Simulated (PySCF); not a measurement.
C₅H₇O, SMILES O=C1C[CH]CC1, multiplicity 2.

Coordinates come from a B3LYP-D3(BJ)/def2-SVP optimisation. The isomer is the one that the SMILES or the coordinates give; other isomers of the formula were not compared. One conformer was computed; it need not be the lowest.

Two levels are set side by side: PBE/def2-TZVP (PySCF) and B3LYP/def2-TZVP (PySCF). Same geometry, gas phase. Differences are taken from unrounded values.

| quantity | PBE |
|---|---|
| α-spin orbital gap (eV) | 2.76 |
| β-spin orbital gap (eV) | 3.05 |
| dipole moment (D) | 2.75 |
| mean polarisability (bohr³) | 60.1 |

These are the PBE values. What does B3LYP give? (An estimate is asked for; the answer gives what the named calculation found.)


```json
[
 {"quantity": "α-spin orbital gap (eV)", "B3LYP": "4.71", "PBE minus B3LYP": "-1.95"},
 {"quantity": "β-spin orbital gap (eV)", "B3LYP": "5.11", "PBE minus B3LYP": "-2.07"},
 {"quantity": "dipole moment (D)", "B3LYP": "2.94", "PBE minus B3LYP": "-0.19"},
 {"quantity": "mean polarisability (bohr³)", "B3LYP": "58.3", "PBE minus B3LYP": "1.9"}
]
```

PBE's more diffuse valence density responds more strongly to a field. Differences between two approximate levels are no errors against the true value.

Rough cost on one machine, each run with all the roots and properties that it gave: B3LYP against PBE within a factor of 2.
